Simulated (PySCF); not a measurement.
CH10N2Si3, SMILES N[Si@@H]1N[SiH2]C[SiH2]1.

Coordinates come from a PBE0-D3(BJ)/def2-SVP optimisation. The structure was generated by enumeration; whether it is a known compound was not checked. The values are those of a single conformer.

Two levels are set side by side: PBE/def2-TZVP (PySCF) and CAM-B3LYP/def2-TZVP (PySCF). Same geometry, gas phase. Differences are taken from unrounded values.

```tsv
quantity	CAM-B3LYP
orbital gap (eV)	9.51
highest occupied level (eV)	-8.47
lowest empty level (eV)	1.04
dipole moment (D)	1.77
```

### Question
What does PBE give, and how far is it from CAM-B3LYP? (An estimate is asked for; the answer gives what the named calculation found.)

### Answer

```
quantity                       PBE  PBE minus CAM-B3LYP
---------------------------  -----  -------------------
orbital gap (eV)              5.04                -4.48
highest occupied level (eV)  -5.78                 2.69
lowest empty level (eV)      -0.74                -1.78
dipole moment (D)             1.83                 0.07
```

Without exact exchange PBE keeps part of each electron's self-repulsion, which lifts occupied levels and narrows the gap. Differences between two approximate levels are no errors against the true value.

Rough cost on one machine, each run with all the roots and properties that it gave: CAM-B3LYP against PBE within a factor of 2.
